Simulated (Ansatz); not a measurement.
```xyz
5

O    -0.0308   -0.6371   -0.9834
Au   -0.2482    0.6638    0.7093
Cl   -0.4845    2.0123    2.4514
H    -0.0297   -1.5643   -0.7228
H     0.7932   -0.4747   -1.4546
```

Charge 0, multiplicity 1. Au takes the def2 core potential.

(1) List the r2SCAN/def2-TZVPP orbital energies in eV (the Gaussian-basis code of Ansatz). (Estimate.)

Results:

(1) Ansatz gave: Occupied: -2752.12, -518.92, -253.44, -192.02, -191.83, -191.83, -111.72, -62.72, -62.17, -62.14, -29.55, -19.68, -16.45, -13.54, -11.16, -9.21, -8.57, -8.42, -7.47, -7.47, -6.79, -6.14, -6.06. Lowest empty: -2.12, 0.08, 0.09, 0.42, 1.66, 3.06, 3.72, 7.68.
